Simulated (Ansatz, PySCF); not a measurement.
Molecule: IBr, net charge 0, singlet state. SMILES: BrI
Geometry: optimised at B3LYP-D3(BJ)/def2-TZVP (Ansatz, a program for electronic structure).

Property: vertical triplet-singlet gap, E(triplet) - E(singlet), in eV. Terms: STO-3G and 3-21G all-electron and non-relativistic; def2 sets with scalar-relativistic core potentials past Kr; valence correlation only (noble-gas shells and the d and f shells of earlier blocks); open shells spin-unrestricted; each state is the SCF solution reached for its charge and spin; LANL2DZ with its own core potentials from Na on; spin-orbit terms left out. First-principles rows: single points at B3LYP-D3(BJ) geometries (Ansatz). Levels can end on unlike triplets.

```tsv
level	program	vertical triplet-singlet gap, E(triplet) - E(singlet) (eV)
HF/LANL2DZ	Ansatz	1.76
PBE/LANL2DZ	Ansatz	1.64
B3LYP/STO-3G	Ansatz	2.66
B3LYP/3-21G	Ansatz	1.87
B3LYP/LANL2DZ	Ansatz	1.73
M06-2X/LANL2DZ	PySCF	1.91
MP2/LANL2DZ	Ansatz	2.13
PBE/def2-TZVPD	Ansatz	1.74
PBE0/def2-TZVPD	Ansatz	1.83
M06-2X/def2-TZVPD	PySCF	1.89
```

No value to compare with is used here. The 7 habitual levels span 1.64 (PBE/LANL2DZ) to 2.66 eV (B3LYP/STO-3G); M06-2X/def2-TZVPD gives 1.89.

The levels are drawn from those run, B3LYP/6-31G* more often than the rest, none by its result; runs whose electronic state is in doubt are left out.
